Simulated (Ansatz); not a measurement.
`N=C1C[AsH]1`. The species carries charge 0 and has multiplicity 1. The structure was optimised at the PBE0-D4/def2-TZVP level. It is one conformer, not always the lowest.

```xyz
8

N     0.792    1.585   -0.417
C     0.138    0.528   -0.305
C     0.155   -0.872    0.075
As   -1.659   -0.210   -0.563
H     1.767    1.443   -0.133
H     0.265   -1.130    1.123
H     0.613   -1.573   -0.617
H    -2.071    0.231    0.837
```

Task: What is the dipole moment at B3LYP/def2-TZVPP? (An estimate is asked.)

Result: Computed: 2.37 D, with components (0.84, -2.00, 0.95) D in this frame, pointing from negative to positive charge.

Task: And with PBE, r2SCAN, ωB97M-V? (Best estimate.)

Result: Ansatz gave: PBE 2.32 D, r2SCAN 2.44 D, ωB97M-V 2.37 D.

Task: Give the Mulliken charges with B3LYP, ωB97M-V, r2SCAN in def2-TZVPP. (Best estimate.)

Result: Computed: 
| atom | B3LYP | ωB97M-V | r2SCAN |
| --- | --- | --- | --- |
| N1 | -0.20 | -0.21 | -0.27 |
| C2 | -0.06 | -0.03 | 0.01 |
| C3 | -0.23 | -0.26 | -0.16 |
| As4 | 0.12 | 0.10 | 0.09 |
| H5 | 0.15 | 0.12 | 0.16 |
| H6 | 0.12 | 0.13 | 0.10 |
| H7 | 0.12 | 0.14 | 0.10 |
| H8 | -0.03 | 0.01 | -0.03 |

B3LYP here is the variant with VWN-RPA as its local correlation; programs differ in this.
